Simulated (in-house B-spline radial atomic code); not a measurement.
Orbital energies and mean radii along the 20-electron series, configuration [Ar] 3d2. The effective charge is n√(-2ε), a non-relativistic measure. Computed with an all-electron radial atomic-structure program (B-spline basis): non-relativistic Hartree-Fock, average of the configuration, point nuclei.

This level leaves out relativity, spin-orbit splitting included, which matters for heavy ions.

| ion | Z | energy of 3d (Eh) | mean radius of 3d (bohr) | energy of 3s (Eh) | mean radius of 3s (bohr) | effective charge of 3d |
| --- | --- | --- | --- | --- | --- | --- |
| Mo22+ | 42 | -37.367 | 0.34995 | -45.226 | 0.40242 | 25.935 |
| Tc23+ | 43 | -40.373 | 0.33835 | -48.498 | 0.39069 | 26.958 |
| Ru24+ | 44 | -43.491 | 0.3275 | -51.881 | 0.37962 | 27.979 |
| Rh25+ | 45 | -46.72 | 0.31735 | -55.376 | 0.36917 | 28.999 |
| Pd26+ | 46 | -50.061 | 0.30782 | -58.982 | 0.35928 | 30.018 |
| Ag27+ | 47 | -53.513 | 0.29886 | -62.7 | 0.34991 | 31.036 |
| Cd28+ | 48 | -57.077 | 0.29042 | -66.529 | 0.34102 | 32.053 |
| In29+ | 49 | ? | ? | ? | ? | ? |
| Sn30+ | 50 | -64.54 | 0.27491 | -74.522 | 0.32453 | 34.084 |
| Sb31+ | 51 | -68.438 | 0.26777 | -78.685 | 0.31687 | 35.098 |
| Te32+ | 52 | ? | ? | ? | ? | ? |
| I33+ | 53 | ? | ? | ? | ? | ? |
| Xe34+ | 54 | -80.802 | 0.24845 | -91.843 | 0.29594 | 38.137 |
| Cs35+ | 55 | -85.146 | 0.24263 | -96.451 | 0.28956 | 39.149 |

Q: Fill in the row of In29+.

A: energy of 3d (Eh): -60.753; mean radius of 3d (bohr): 0.28245; energy of 3s (Eh): -70.47; mean radius of 3s (bohr): 0.33257; effective charge of 3d: 33.069.

Q: Fill in the row of Te32+.

A: energy of 3d (Eh): -72.448; mean radius of 3d (bohr): 0.261; energy of 3s (Eh): -82.96; mean radius of 3s (bohr): 0.30957; effective charge of 3d: 36.112.

Q: Fill in the row of I33+.

A: energy of 3d (Eh): -76.569; mean radius of 3d (bohr): 0.25457; energy of 3s (Eh): -87.346; mean radius of 3s (bohr): 0.3026; effective charge of 3d: 37.125.

Q: How does the screening of 3d change?

A: Z less the effective charge goes from 16.07 at Z = 42 to 15.85 at Z = 55.
